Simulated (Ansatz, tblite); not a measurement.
Adding an electron: ZrTe2⁺. Total charge 1; doublet. Geometry: r2SCAN-D4/def2-TZVP. Ansatz, gas phase; energy differences of separate SCF runs; the reduced species is a triplet (the singlet lies 0.49 eV higher at PBE0-D4/def2-TZVP).

```xyz
3

Zr   -1.384    0.016    0.614
Te    0.215   -0.771   -1.362
Te    1.169    0.755    0.748
```

In the def2 sets Te, Zr take a core potential; there is no spin–orbit coupling. The xTB rows come from tblite. The structure comes from a short search, and lower isomers may exist.

(1) Estimate orbital energies and vertical electron affinities at: GFN1-xTB; GFN2-xTB; PBE-D4/def2-TZVP; r2SCAN-D4/def2-TZVP; PBE0-D4/def2-TZVP.

Results:

(1) 
```csv
level,−HOMO (eV),−LUMO (eV),vertical EA (eV),HOMO–LUMO gap (eV),remarks
GFN1-xTB,–,–,10.39,–,–
GFN2-xTB,–,–,11.15,–,–
PBE-D4/def2-TZVP,9.04,8.40,5.92,0.64,–
r2SCAN-D4/def2-TZVP,9.50,8.21,5.98,1.28,spin-contaminated (⟨S²⟩ 0.86) (+1 doublet)
PBE0-D4/def2-TZVP,10.31,7.48,6.06,2.83,spin-contaminated (⟨S²⟩ 0.83) (+1 doublet)
```

  HOMO and LUMO are the levels of the spin that leaves or enters (xTB has no such levels and no spin-polarisation term). Other spin states of the ions may lie lower, which would lower the ionisation energy or raise the affinity. Raw xTB energy differences between charge states are shifted by several eV; the methods need an empirical correction for them.
